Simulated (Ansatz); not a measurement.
`N[SiH2][SiH](O)F` and `C[SiH2][SiH](O)F` differ in one atom or group.

Ansatz, PBE0-D4/def2-TZVP geometries, multiplicity 1. Each molecule was computed in one conformer, which needn't be the lowest.

```tsv
property	`N[SiH2][SiH](O)F`
HOMO–LUMO gap (ωB97M-V/def2-TZVPP) / eV	10.78
HOMO–LUMO gap (PBE/def2-TZVPP) / eV	4.87
HOMO–LUMO gap (B3LYP/def2-TZVPP) / eV	6.58
HOMO energy (PBE0/def2-TZVPP) / eV	-7.57
size of the dipole moment (PBE/def2-TZVPP) / D	3.28
HOMO energy (B3LYP/def2-TZVPP) / eV	-7.38
```

Problem. What does the change do to each property? (Estimate.)

Solution. Ansatz gave: 
```tsv
property	`C[SiH2][SiH](O)F`	shift
HOMO–LUMO gap (ωB97M-V/def2-TZVPP) / eV	11.45	0.67
HOMO–LUMO gap (PBE/def2-TZVPP) / eV	5.69	0.82
HOMO–LUMO gap (B3LYP/def2-TZVPP) / eV	7.34	0.76
HOMO energy (PBE0/def2-TZVPP) / eV	-7.97	-0.40
size of the dipole moment (PBE/def2-TZVPP) / D	1.05	-2.23
HOMO energy (B3LYP/def2-TZVPP) / eV	-7.79	-0.41
```

With PBE0 the HOMO falls by 0.40 eV and the LUMO rises by 0.36 eV, so the gap widens by about 0.76 eV. PBE moves the HOMO by -0.48 eV and ωB97M-V by -0.33 eV. Dipoles are sizes alone; their direction can turn.

B3LYP here is the variant with VWN-RPA as its local correlation; programs differ in this.
